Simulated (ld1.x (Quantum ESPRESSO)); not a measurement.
Which change was made? (B, TM)

* Element: boron
* Generator: ld1.x (Quantum ESPRESSO) 7.5
* Type: norm-conserving Troullier–Martins (Kleinman–Bylander form)
* Functional: PBEsol
* Relativity: scalar-relativistic
* Frozen core: [He]
* Valence charge: 3
* Reference configuration: 2s1.5 2p1.5
* Partial waves: 2p (bound): rc 2.65 bohr; 3d channel at 0.05 Ry: rc 2.55 bohr; 2s (bound): rc 1.55 bohr
* Local potential: the s channel
* Core correction: Bessel-smoothed model core, default radius (core density twice the valence density)

Cutoffs, loose and tight: the cutoffs (Ry, on a coarse ladder) from which the occupation-weighted sum of valence levels, in a spherical-Bessel basis at the reference potential, stays within 10 and 1 mRy of its value at 400 Ry. They do not see the model core or the augmentation charge, which bear on the density cutoff. Test errors are all-electron minus pseudo excitation energies from the reference, over the configurations 2s2 2p1; 2s2 2p0; 2s1 2p0; 2s2 2p1.3; 2s0 2p3; 2s1 2p2; 2s2 2p0.5; variants that change the core or the reference have their own tests.

The base gives: outcome: generated; cutoff, loose: 18 Ry; cutoff, tight: 45 Ry; bound ghosts: none; largest test error (meV): +223.

(1) After one change the result is: outcome: generated; cutoff, loose: 15 Ry; cutoff, tight: 18 Ry; bound ghosts: none; largest test error (meV): +276. Which change was it?
A. reference 2s2 2p1
B. all radii but the core radius scaled by about 0.85 (s 1.32, p 2.26, d 2.18 bohr)
C. wave 2s (bound): rc 1.55 bohr becomes 2s (bound): rc 2.40 bohr

## Answers

(1) C. The others give: reference 2s2 2p1 → outcome: generated; cutoff, loose: 18 Ry; cutoff, tight: 50 Ry; bound ghosts: none; largest test error (meV): +160 | all radii but the core radius scaled by about 0.85 (s 1.32, p 2.26, d 2.18 bohr) → outcome: generated; cutoff, loose: 21 Ry; cutoff, tight: 50 Ry; bound ghosts: none; largest test error (meV): +131.
